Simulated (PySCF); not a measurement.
**Computed spin Hamiltonian**

C7H13 (doublet state).
Z-matrix (Å and degrees, GFN2-xTB geometry), rows numbered from 1:
```
C 
C   1  1.5216
C   2  1.5334  1  113.42
C   3  1.5320  2  103.96  1  -163.83
C   4  1.4796  3  103.64  2    28.69
C   5  1.4825  4  112.44  3    -9.49
C   6  1.5411  2  114.02  1    35.41
H   1  1.0867  2  111.20  3    55.91
H   1  1.0879  2  110.62  3   176.85
H   1  1.0883  2  109.79  3   -63.71
H   2  1.0962  1  108.30  3   119.86
H   3  1.0914  2  109.66  1   -46.41
H   3  1.0895  2  112.21  1    73.87
H   4  1.1005  3  110.32  2   -90.11
H   4  1.0950  3  112.90  2   151.19
H   5  1.0732  4  123.75  3   166.89
H   6  1.0986  2  110.79  1   -84.88
H   7  1.0866  6  110.53  2    54.69
H   7  1.0877  6  109.45  2   173.96
H   7  1.0870  6  110.85  2   -66.52
```

The hyperfine couplings belong to this conformer and change with its torsions.

The species is `C[C@@H]1CC[CH][C@@H]1C` [radical].

Computed with UKS B3LYP, pcH-1 on C H, non-relativistic, mean-field spin-orbit, GIAO in PySCF 2.14.0. Geometry: GFN2-xTB, one conformer, isolated molecule. Couplings are sensitive to structure, and on GFN2-xTB geometries they can be far from those on DFT ones. The SCF solution wasn't tested for stability.

| Property | Result |
| --- | --- |
| g1, g2, g3 | 2.00216, 2.00270, 2.00288 |
| g_iso | 2.00258 |
| Form of g | rhombic: the two nearest values differ by 25 % of g3 − g1 |
| ⟨S²⟩ | 0.7539 (exact 0.7500) |
| α and β electrons | 28, 27 |
| HOMO–LUMO gap, α and β orbitals | 6.07, 7.31 eV |
| Basis functions | 305 |

Hyperfine couplings atom by atom, in MHz; T1 to T3 are the principal values of the dipolar part; ρ(0) is the spin density at the nucleus:

```json
{"atom": "C1", "isotope": "13C", "a_iso": "1.0", "T1": "-0.3", "T2": "-0.3", "T3": "0.6", "Mulliken spin population": "0.00", "ρ(0) (bohr⁻³)": "0.0008"}
{"atom": "C2", "isotope": "13C", "a_iso": "0.5", "T1": "-1.1", "T2": "-0.9", "T3": "2.0", "Mulliken spin population": "0.00", "ρ(0) (bohr⁻³)": "0.0005"}
{"atom": "C3", "isotope": "13C", "a_iso": "3.5", "T1": "-1.3", "T2": "-0.7", "T3": "2.0", "Mulliken spin population": "0.01", "ρ(0) (bohr⁻³)": "0.0031"}
{"atom": "C4", "isotope": "13C", "a_iso": "-34.2", "T1": "-2.3", "T2": "0.5", "T3": "1.7", "Mulliken spin population": "-0.09", "ρ(0) (bohr⁻³)": "-0.0304"}
{"atom": "C5", "isotope": "13C", "a_iso": "89.1", "T1": "-80.2", "T2": "-80.1", "T3": "160.3", "Mulliken spin population": "1.02", "ρ(0) (bohr⁻³)": "0.0793"}
{"atom": "C6", "isotope": "13C", "a_iso": "-31.3", "T1": "-2.1", "T2": "0.4", "T3": "1.7", "Mulliken spin population": "-0.08", "ρ(0) (bohr⁻³)": "-0.0278"}
{"atom": "C7", "isotope": "13C", "a_iso": "84.8", "T1": "-4.9", "T2": "-4.9", "T3": "9.8", "Mulliken spin population": "0.04", "ρ(0) (bohr⁻³)": "0.0754"}
{"atom": "H8", "isotope": "1H", "a_iso": "0.1", "T1": "-1.2", "T2": "-1.0", "T3": "2.2", "Mulliken spin population": "0.00", "ρ(0) (bohr⁻³)": "0.0000"}
{"atom": "H9", "isotope": "1H", "a_iso": "0.1", "T1": "-1.0", "T2": "-0.9", "T3": "1.9", "Mulliken spin population": "0.00", "ρ(0) (bohr⁻³)": "0.0000"}
{"atom": "H10", "isotope": "1H", "a_iso": "0.0", "T1": "-0.8", "T2": "-0.7", "T3": "1.5", "Mulliken spin population": "0.00", "ρ(0) (bohr⁻³)": "0.0000"}
{"atom": "H11", "isotope": "1H", "a_iso": "-1.3", "T1": "-3.2", "T2": "-2.6", "T3": "5.8", "Mulliken spin population": "0.00", "ρ(0) (bohr⁻³)": "-0.0003"}
{"atom": "H12", "isotope": "1H", "a_iso": "-2.0", "T1": "-3.0", "T2": "-2.3", "T3": "5.3", "Mulliken spin population": "0.00", "ρ(0) (bohr⁻³)": "-0.0004"}
{"atom": "H13", "isotope": "1H", "a_iso": "-1.3", "T1": "-2.0", "T2": "-1.6", "T3": "3.5", "Mulliken spin population": "0.00", "ρ(0) (bohr⁻³)": "-0.0003"}
{"atom": "H14", "isotope": "1H", "a_iso": "144.2", "T1": "-5.4", "T2": "-3.6", "T3": "9.0", "Mulliken spin population": "0.06", "ρ(0) (bohr⁻³)": "0.0323"}
{"atom": "H15", "isotope": "1H", "a_iso": "80.2", "T1": "-4.7", "T2": "-3.8", "T3": "8.4", "Mulliken spin population": "0.03", "ρ(0) (bohr⁻³)": "0.0179"}
{"atom": "H16", "isotope": "1H", "a_iso": "-62.1", "T1": "-38.4", "T2": "0.1", "T3": "38.4", "Mulliken spin population": "-0.04", "ρ(0) (bohr⁻³)": "-0.0139"}
{"atom": "H17", "isotope": "1H", "a_iso": "73.0", "T1": "-4.7", "T2": "-4.1", "T3": "8.9", "Mulliken spin population": "0.03", "ρ(0) (bohr⁻³)": "0.0163"}
{"atom": "H18", "isotope": "1H", "a_iso": "-3.7", "T1": "-5.4", "T2": "-2.1", "T3": "7.6", "Mulliken spin population": "0.00", "ρ(0) (bohr⁻³)": "-0.0008"}
{"atom": "H19", "isotope": "1H", "a_iso": "-2.7", "T1": "-5.0", "T2": "-2.5", "T3": "7.5", "Mulliken spin population": "0.00", "ρ(0) (bohr⁻³)": "-0.0006"}
{"atom": "H20", "isotope": "1H", "a_iso": "16.4", "T1": "-3.2", "T2": "-1.8", "T3": "5.0", "Mulliken spin population": "0.01", "ρ(0) (bohr⁻³)": "0.0037"}
```

The largest Mulliken spin populations are on C5 (+1.02), C4 (-0.09) and C6 (-0.08). C5 is the only atom above +0.15. The positive populations add up to 1.21 and the negative ones to -0.21, together 2S = 1. The angles at C5 add up to 359.9°, so it is planar; its axial dipolar tensor and the negative coupling of its proton fit spin in a p orbital normal to that plane.

Axes: g3 points within 13° of the C5–H16 bond.

Under fast tumbling the dipolar parts average out, and these isotropic splittings remain (the largest six): 1 × 1H (H14, I = 1/2, 2 lines) with 5.14 mT, 1 × 1H (H15, I = 1/2, 2 lines) with 2.86 mT, 1 × 1H (H17, I = 1/2, 2 lines) with 2.61 mT, 1 × 1H (H16, I = 1/2, 2 lines) with 2.21 mT, 3 × 1H (H18/H19/H20, I = 1/2, 4 lines) with 0.12 mT and 1 × 1H (H12, I = 1/2, 2 lines) with 0.07 mT.

Class means assume fast exchange of nuclei equivalent by connectivity; if that motion is slow, each nucleus keeps its own coupling. The three 1H nuclei of mean +3.3 MHz run from -3.7 to 16.4 MHz in the frozen geometry.

The 13C coupling of C5 (89.1 MHz) shows only in satellite lines or after enrichment, since that isotope makes up about 1.07 % of natural carbon.

β density exceeds α density at some nuclei, such as C4 (-0.0304), C6 (-0.0278) and H16 (-0.0139), spin density in bohr⁻³. In a single determinant that takes different orbitals for the two spins, that is spin polarisation.
